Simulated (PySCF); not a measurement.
## Br₂: from constants to spectrum

PBE0 constants of Br₂, ¹Σg⁺ (singlet), closed shell (basis Br cc-pVTZ-PP with ECP10; scalar-relativistic core potentials; PySCF 2.14; masses 78.9183 and 78.9183 u):

| Quantity | Value |
| --- | --- |
| ωe | 337.0 cm⁻¹ |
| ωexe | 0.858 cm⁻¹ |
| Be | 0.082123 cm⁻¹ |
| αe | 0.000280 cm⁻¹ |
| D (centrifugal) | 1.95e-08 cm⁻¹ |
| De to Br + Br | 2.24 eV |

(1) Give the vibrational terms G(v) and spacings up to v = 6.

(2) How well does the Morse estimate ωe²/(4ωexe) reproduce De, and what is D0?

Measured values (Huber and Herzberg, Constants of Diatomic Molecules (1979)): ωe = 325.321 cm⁻¹, ωexe = 1.0774 cm⁻¹, Be = 0.082107 cm⁻¹, αe = 0.0003187 cm⁻¹.

Answers

(1) G(v) = ωe(v+½) − ωexe(v+½)².

```json
{"v": "0", "G(v) (cm⁻¹)": "168.3", "G(v) − G(v−1)": "", "Bv (cm⁻¹)": "0.08198"}
{"v": "1", "G(v) (cm⁻¹)": "503.6", "G(v) − G(v−1)": "335.3", "Bv (cm⁻¹)": "0.08170"}
{"v": "2", "G(v) (cm⁻¹)": "837.1", "G(v) − G(v−1)": "333.6", "Bv (cm⁻¹)": "0.08142"}
{"v": "3", "G(v) (cm⁻¹)": "1169.0", "G(v) − G(v−1)": "331.9", "Bv (cm⁻¹)": "0.08114"}
{"v": "4", "G(v) (cm⁻¹)": "1499.1", "G(v) − G(v−1)": "330.1", "Bv (cm⁻¹)": "0.08086"}
{"v": "5", "G(v) (cm⁻¹)": "1827.5", "G(v) − G(v−1)": "328.4", "Bv (cm⁻¹)": "0.08058"}
{"v": "6", "G(v) (cm⁻¹)": "2154.2", "G(v) − G(v−1)": "326.7", "Bv (cm⁻¹)": "0.08030"}
```

(2) It gives 4.10 eV, 183 % of the computed De. D0 = De − G(0) = 2.24 − 0.02 = 2.22 eV.
